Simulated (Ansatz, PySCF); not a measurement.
Process, species as SMILES: C[SiH2]O[SiH](Cl)Cl + 5 [H][H] (H2) -> C (CH4) + 2 Cl (HCl) + O (H2O) + 2 [SiH4] (SiH4)
Geometries: B3LYP-D3(BJ)/def2-TZVP minima from Ansatz (a first-principles code), one conformer each, not searched for the lowest.

Wanted: energy of full hydrogenation (enthalpy at 298 K, with B3LYP-D3(BJ) rigid-rotor harmonic-oscillator terms from PySCF), in eV. Valence correlation only, unless marked. Spin-orbit coupling is left out. No relativistic terms. Basis-set limits of correlation are two-point, X^-3; Hartree-Fock from the larger set.

Level to compare with: CCSD(T)/CBS(cc-pV(T+d)Z,cc-pV(Q+d)Z) (Ansatz), 3.70 eV. It is a level with limits of its own, and the differences hold the functionals' basis error too.

### Question
Rank these functionals by how close they come to CCSD(T)/CBS(cc-pV(T+d)Z,cc-pV(Q+d)Z), closest first: B97M-V/def2-TZVPD (Ansatz); revPBE/def2-TZVPD (Ansatz); r2SCAN/def2-TZVPD (Ansatz); PBE0/def2-TZVPD (Ansatz).

### Answer
r2SCAN/def2-TZVPD (meta-GGA, 3.72 eV, difference 0.02), B97M-V/def2-TZVPD (meta-GGA with VV10, 3.51 eV, difference -0.19), PBE0/def2-TZVPD (global hybrid, 3.19 eV, difference -0.51), revPBE/def2-TZVPD (GGA, 3.02 eV, difference -0.68)
